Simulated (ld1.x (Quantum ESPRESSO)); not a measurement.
# Cs: excitation energies, all-electron against TM semilocal

```
Element                 : Cs
Generator               : ld1.x (Quantum ESPRESSO) 7.5
Type                    : norm-conserving Troullier–Martins (semilocal form)
Functional              : PW91
Relativity              : scalar-relativistic
Frozen core             : [Kr] 4d10
Valence charge          : 9
Reference configuration : 5s2 5p6 5d0 6s1 6p0
Partial waves           : 5s (bound): rc 3.00 bohr; 5d (bound, empty): rc 4.20 bohr; 5p (bound): rc 3.10 bohr
Local potential         : the p channel
Core correction         : none
```

Occupied shells without a wave of their own: 6s. They enter only through the test configuration that unscreens the potential.

Energies are relative to the spin-unpolarised reference configuration 5s2 5p6 5d0 6s1 6p0; without spin polarisation the order of configurations can differ from experiment. Not all tests gave a result: 3 of 7 tests not solved or not reliable. Left out of the table: 5s2 5p6 5d0 6s0 6p1 (an occupied level unbound or not found, printed error -1.1 eV); 5s2 5p6 5d1 6s0 6p0 (an occupied level unbound or not found, printed error +806 meV); 5s2 5p6 5d0.5 6s0.5 6p0 (an occupied level unbound or not found, printed error +105 meV).

```json
{"valence configuration": "5s2 5p6 5d0 6s0 6p0", "charge": "+1", "ΔE all-electron (eV)": "3.893", "error AE − PS (meV)": "+108"}
{"valence configuration": "5s2 5p6 5d0 6s0.5 6p0", "charge": "+0.5", "ΔE all-electron (eV)": "1.467", "error AE − PS (meV)": "+142"}
```

(1) What are ΔE and the potential's error for 5s1 5p6 5d0 6s1 6p0?

(2) What are ΔE and the potential's error for 5s2 5p5 5d0 6s1 6p0?

Levels in the configuration 5s2 5p6 5d0 6s0.5 6p0:

```json
{"level": "5s", "all-electron (eV)": "-29.232", "pseudo (eV)": "-28.377"}
{"level": "5p", "all-electron (eV)": "-15.978", "pseudo (eV)": "-14.957"}
{"level": "6s", "all-electron (eV)": "-3.812", "pseudo (eV)": "-3.693"}
```

Note: ghost state, extra bound levels that the all-electron valence spectrum of the same l lacks: s at -25.6 eV; the semilocal form is local in each channel, so this says nothing of the separable form that plane-wave codes build from it. A true bound ghost makes a file unfit for plane-wave use. The potential misses its own reference levels by up to 1.3 eV, so it is not fit for use.

Answers

(1) ΔE = 31.756 eV all-electron; the error (AE − PS) is +1322 meV.

(2) ΔE = 17.917 eV all-electron; the error (AE − PS) is +1445 meV.

ld1.x printed “convergence not achieved” for 4 of the counted tests; their residual had stalled under 1e-8, short of the target of 1e-14. The 6s level has no wave, so the channel is fitted at the deeper level alone: the likely source of the large errors.
